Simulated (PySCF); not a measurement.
# Polarisability and C₆ of Rh⁺ (rhodium, charge +1)

[Kr] 4d7 5s1, high-spin 5F determinant (an excited configuration). All numbers are calculated (PySCF 2.14, the spin-free X2C one-electron Hamiltonian (Gaussian nucleus), in x2c-TZVPPall with one added diffuse shell each of s, p, d, f type (9s7p7d3f1g, 95 functions)). Coupled (time-dependent) response in atomic units; α is the mean over directions.

| method | mean α (bohr³) | C₆ (like pair) | S(−4) |
| --- | --- | --- | --- |
| BLYP | 26.69 | 180.8 | 416.6 |
| PW91 | 27.68 | 187.9 | 458.1 |

S(−4) is the Cauchy moment in α(ω) = α(0) + S(−4) ω² + …

Spin-orbit coupling is absent.

α(iu) at PW91:

```tsv
u (hartree)	α(iu) (bohr³)
0	27.68
0.0500	26.60
0.100	23.94
0.200	17.95
0.300	13.61
0.500	8.889
0.750	6.101
1.00	4.572
1.50	2.923
2.00	2.049
3.00	1.163
5.00	0.5135
```

A single London oscillator, α(iu) = α/(1 + u²/ω²), gives C₆ = (3/4) ω α². Matching the computed C₆ needs ω = 4 × 187.9 / (3 × 27.68²) = 0.327 hartree.

For an ion, C₆ is the dispersion term alone; charge-induced terms of lower order in 1/R come first.
